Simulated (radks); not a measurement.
Question: Neutral calcium is in [Ar] 4s2. Method: Dirac Kohn-Sham, PBE, spin-unpolarised, spherical densities, finite nucleus; Fermi nuclear charge, rms radius of each element as measured or else 0.836 A^(1/3) + 0.57 fm; computed with a radial shooting solver on a logarithmic mesh with Libxc functionals. Sub-shells are occupied by j as written (lower j first in brackets). One electron is removed from 3p1/2, 3p3/2, 4s1/2, 3s1/2 in turn, with full relaxation. Which removal costs least, and what does each cost?

Answer: 4s1/2 6.309 eV; 3p3/2 34.530 eV; 3p1/2 34.947 eV; 3s1/2 54.228 eV. The 4s1/2 electron leaves first.
